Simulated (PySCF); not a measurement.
**How methods differ on the ionisation energy of Zr²⁺**

Zr²⁺ [Kr] 4d2 (3F) → Zr³⁺ [Kr] 4d1 (2D), as a difference of total energies. All numbers are calculated (PySCF 2.14, scalar relativity through the core potential, in aug-cc-pVDZ-PP with ECP28MDF (5s5p4d2f, 54 functions)). Correlated levels: valence: 4s2 4p6 frozen. The calculations carry no spin-orbit coupling.

```csv
method,ionisation energy (eV),difference from reference (eV)
UHF,22.369,-0.801
MP2 (valence),22.428,-0.742
SCS-MP2 (valence),22.389,-0.781
CCSD (valence),22.450,-0.720
```

Reference: 23.170 eV (semi-empirical (NIST evaluation); NIST Atomic Spectra Database, ionization energies).

The reference lies between the lowest fine-structure levels, while these numbers refer to the centres of the terms.

Errors of the correlated levels include the incompleteness of this basis and the frozen core.

With two correlated electrons CCSD is exact in that space.
